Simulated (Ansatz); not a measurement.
Relaxation of F$_{2}$H$_{5}$NO$_{2}$Zr (11 atoms, charge 0, multiplicity 1), to a largest force component of 0.03 eV/Å in at most 50 steps.

Method: RHF/def2-SVP in Ansatz 0.2.0.

```xyz
11
Properties=species:S:1:pos:R:3
Zr -0.031 -0.241 0.092
F 0.011 -0.060 2.042
O 1.722 -0.587 -0.601
H 2.544 -0.843 -0.979
F -0.771 1.344 -0.705
O -1.201 -1.694 -0.318
H -1.765 -2.417 -0.527
N 1.488 2.493 1.446
H 2.273 2.093 0.967
H 0.826 2.863 0.789
H 1.046 1.797 2.057
```

Task: Where does it end, and by what steps?

Result: The forces met the threshold. The force dipped under the threshold on the way, but the program's further checks kept it going. After 17 steps the energy has fallen by 0.821 eV; N8 moved furthest, 0.66 Å. Joined: Zr1–N8 (3.41 → 2.49 Å).

```csv
step,energy less start (eV),largest force component (eV/Å),accepted
0,0.0000,0.837,yes
1,-0.0368,0.613,yes
2,-0.0439,0.404,yes
3,-0.0460,0.498,yes
4,-0.0544,0.084,yes
5,-0.0550,0.059,yes
6,-0.0556,0.017,yes
7,-0.0568,0.227,yes
8,-0.0587,0.190,yes
9,-0.0713,0.492,yes
10,-0.1465,1.543,yes
11,-0.6985,1.198,yes
12,-0.4120,4.689,no
13,-0.8102,0.309,yes
14,-0.8181,0.081,yes
15,-0.8189,0.152,yes
16,-0.8205,0.059,yes
17,-0.8214,0.014,yes
```

```xyz
11
Properties=species:S:1:pos:R:3
Zr 0.054 -0.030 0.258
F -0.133 -0.244 2.182
O 1.835 -0.400 -0.461
H 2.353 -1.004 -0.964
F -0.920 1.412 -0.612
O -0.974 -1.542 -0.350
H -1.528 -2.249 -0.622
N 1.232 1.985 1.117
H 2.199 1.962 0.837
H 0.823 2.831 0.755
H 1.200 2.028 2.123
```

Whether the end is a true minimum wasn't checked by a vibrational analysis.

The run took 21 s on 2 threads of AMD EPYC 9R45 96-Core Processor (Zen 5), with other jobs on the host, peak memory 0.31 GiB.
